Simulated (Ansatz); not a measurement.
Program: Ansatz. Geometries: PBE0-D4/def2-TZVP. ΔE: electronic, gas phase. CBS: MP2 limit from def2 TZ/QZ plus the TZ coupled-cluster correction, frozen cores. This one scheme is used for every species. DFT in def2-TZVPP. B3LYP here is the variant with VWN-RPA as its local correlation; programs differ in this. One conformer a species, not always the lowest.

`FCOC(F)[SiH3]` + `O[Si]F` → `F[Si]O[SiH3]` + `FCOCF`  (ligand exchange at the Si–C bond)

`FCOC(F)[SiH3]`:

Z-matrix (Å, degrees):
```
C
O 1 1.383
F 1 1.374 2 110.3
H 1 1.090 2 106.9 3 -117.7
H 1 1.094 2 111.7 3 119.4
C 2 1.389 1 115.0 3 -73.6
F 6 1.392 2 109.3 1 -74.1
Si 6 1.911 2 108.5 1 166.5
H 6 1.097 2 110.6 1 42.0
H 8 1.482 6 108.6 2 56.5
H 8 1.484 6 108.0 2 176.6
H 8 1.484 6 108.4 2 -64.1
```

`O[Si]F`:

Cartesian coordinates in Å:
```
O -0.950 0.213 -0.157
Si 0.415 0.813 0.519
F 1.475 -0.375 0.222
H -0.941 -0.651 -0.584
```

`F[Si]O[SiH3]`:

```xyz
7

F     1.152   -0.937   -2.034
Si    1.650    0.488   -1.452
O     0.656    0.695   -0.177
Si   -0.592    0.069    0.716
H    -0.879    1.019    1.816
H    -1.791   -0.086   -0.143
H    -0.196   -1.247    1.274
```

`FCOCF`:

Z-matrix (Å, degrees):
```
C
O 1 1.381
F 1 1.375 2 110.4
H 1 1.090 2 107.0 3 117.6
H 1 1.094 2 111.9 3 -119.5
C 2 1.381 1 114.8 3 74.0
F 6 1.375 2 110.4 1 74.0
H 6 1.094 2 111.9 1 -45.5
H 6 1.090 2 107.0 1 -168.4
```

```csv
level,ΔE (eV)
r2SCAN-D4,-1.27
PBE,-1.14
B3LYP,-1.32
HF/def2-TZVPP,-1.58
```

(1) What does CCSD(T)/CBS give? (Best estimate.)

Largest T1 diagnostic among the species: 0.015.

Answers

(1) The calculation gave: -1.31 eV. The listed levels differ from it by 0.04, 0.17, -0.01, -0.27 eV.

In def2-TZVPP, CCSD(T) changes the Hartree–Fock value by +0.25 eV (the triples alone add +0.04 eV) and MP2 by +0.21 eV. From PBE to PBE0 (25 % exact exchange), in def2-TZVPP and without D4, ΔE moves by −0.09 eV.
